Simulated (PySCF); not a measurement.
Two species compared at the same levels of theory.

First species: C₄H₈Cl₂O₂Si.
SMILES with atom numbers: `[CH3:1][O:2]/[CH:3]=[CH:4]\[O:5][Si@@H:6]([Cl:7])[CH2:8][Cl:9]` (hydrogens: H10, H11, H12 on C1; H13 on C3; H14 on C4; H15 on Si6; H16, H17 on C8)

Geometry (GFN2-xTB, Å), atoms numbered from 1 in this order:
```xyz
17
C4H8Cl2O2Si angstrom
C     -2.260    1.349    0.635
O     -1.957    0.788    1.898
C     -0.966   -0.123    1.978
C     -0.176   -0.662    1.053
O     -0.221   -0.374   -0.290
Si     0.747   -0.727   -1.529
Cl    -0.134    0.240   -3.042
C      2.505   -0.014   -1.262
Cl     3.258   -0.811    0.154
H     -3.065    2.060    0.816
H     -1.398    1.871    0.215
H     -2.596    0.586   -0.070
H     -0.834   -0.440    3.003
H      0.573   -1.377    1.351
H      0.844   -2.160   -1.774
H      3.172   -0.189   -2.103
H      2.501    1.053   -1.044
```

Second species: C5H13ClP2Si.
Z-matrix (Å and degrees, GFN2-xTB geometry), rows numbered from 1:
```
P 
Si  1  2.2655
P   2  2.2783  1  114.15
Cl  2  2.0462  1  106.09  3  -123.86
C   2  1.9166  1  107.04  3   119.13
C   5  1.5175  2  111.54  1    34.09
C   6  1.5373  5  117.10  2    73.34
C   7  1.5361  6   89.34  5   133.54
C   8  1.5359  7   89.39  6   -12.71
H   1  1.3853  2   95.21  3    39.71
H   1  1.3851  2   93.47  3   -52.75
H   3  1.3843  2   94.17  1  -164.83
H   3  1.3851  2   94.10  1   -72.29
H   5  1.0923  2  108.92  1   -86.67
H   5  1.0912  2  110.37  1   156.10
H   6  1.0955  5  109.41  2   -54.29
H   7  1.0883  6  112.21  5    19.22
H   7  1.0877  6  116.12  5  -106.94
H   8  1.0877  7  112.56  6   101.65
H   8  1.0878  7  116.24  6  -131.73
H   9  1.0886  6  112.26  5   -18.76
H   9  1.0880  6  116.21  5   107.52
```

Levels: PBE0/pcSseg-1 for dipole moment, HOMO energy, LUMO energy and HOMO–LUMO gap; GFN2-xTB for rotational constant A and rotational constant C. Geometries: GFN2-xTB. Each structure is a single optimised conformer of the isolated species, non-relativistic unless stated; the electronic structure was computed with PySCF and density fitting.

The conformers computed, where there is a choice (atom-mapped SMILES and torsion angles):
- `[CH3:1][O:2]/[CH:3]=[CH:4]\[O:5][Si@@H:6]([Cl:7])[CH2:8][Cl:9]`: C1–O2–C3–C4 -2°, C3–C4–O5–Si6 170°, C4–O5–Si6–Cl7 -177°, O5–Si6–C8–Cl9 65°
- `[PH2:1][Si:2]([PH2:3])([Cl:4])[CH2:5][CH:6]1[CH2:7][CH2:8][CH2:9]1`: P1–Si2–C5–C6 34°, Si2–C5–C6–C7 73°, H–P1–Si2–P3 40°, H–P1–Si2–P3 -53°, H–P3–Si2–P1 -165°, H–P3–Si2–P1 -72°

```
             property   column X   column Y
        dipole moment     1.15 D     1.21 D
          HOMO energy   -6.21 eV   -7.40 eV
          LUMO energy   -0.05 eV   -0.15 eV
        HOMO–LUMO gap    6.16 eV    7.25 eV
rotational constant A  1.035 GHz  1.125 GHz
rotational constant C  0.437 GHz  0.477 GHz
```

Q: Which column belongs to which species?

A: Column X is the first species and column Y the second. The first has 17 atoms and 96 electrons, the second 22 and 104.

Q: How does each property change from the first species to the second?

A: dipole moment +0.06 D; HOMO energy -1.19 eV; LUMO energy -0.10 eV; HOMO–LUMO gap +1.09 eV; rotational constant A +0.090 GHz; rotational constant C +0.040 GHz.

On the first: In atomic units the dipole is 0.45 e·bohr (1 au = 2.5417 D). A dipole of 1.15 D is allowed in C1, and pure rotational transitions are dipole-allowed.

On the second: In atomic units the dipole is 0.48 e·bohr (1 au = 2.5417 D).
